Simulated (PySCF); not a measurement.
Sn(Cl)4, Cl₄Sn, SMILES [Cl][Sn]([Cl])([Cl])[Cl], CAM-B3LYP/def2-SVP optimised geometry.

```
5

Cl    -1.54    -2.18    -1.89
Sn    -0.77    -1.09     0.00
Cl    -1.54     1.09     0.00
Cl     1.54    -1.09     0.00
Cl    -1.54    -2.18     1.89
```

Density from CAM-B3LYP/def2-TZVP, def2 effective core potentials past Kr (PySCF) at that geometry. The core electrons that the potentials of Sn replace are not part of the density.

Minimum of the electron density along straight lines between bonded atoms, close to the bond critical point (lines longer than 1.1 times the sum of covalent radii, or with two minima, are not listed):

```tsv
bond	length / Å	ρ at the minimum / e bohr⁻³	∇²ρ there / e bohr⁻⁵	position (fraction from the first atom)
Cl1–Sn2	2.314	0.094	0.17	0.53
Sn2–Cl3	2.314	0.094	0.17	0.47
Sn2–Cl4	2.314	0.094	0.17	0.47
Sn2–Cl5	2.314	0.094	0.17	0.47
```
